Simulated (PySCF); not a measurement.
GaFBr2, SMILES [Ga]([Br])([F])[Br]. Heavy atoms are numbered as in [Ga:1]([F:2])([Br:3])[Br:4].

The structure is a stationary point at ωB97X-D3(BJ)/def2-SVP. The structure was generated by enumeration; whether it is a known compound was not checked.

Computed with PBE/def2-TZVP run with PySCF.

Atomic charges (e), one atom of each kind:

```json
[
 {"atom": "Ga1", "IAO": "0.82", "Mulliken": "___"},
 {"atom": "F2", "IAO": "-0.48", "Mulliken": "___"},
 {"atom": "Br3", "IAO": "-0.17", "Mulliken": "___"}
]
```

Problem. What belongs in the gaps? (The exact figures need the calculation; the answer reports its results.)

Solution. 
- Ga1, Mulliken: 0.62
- F2, Mulliken: -0.30
- Br3, Mulliken: -0.16
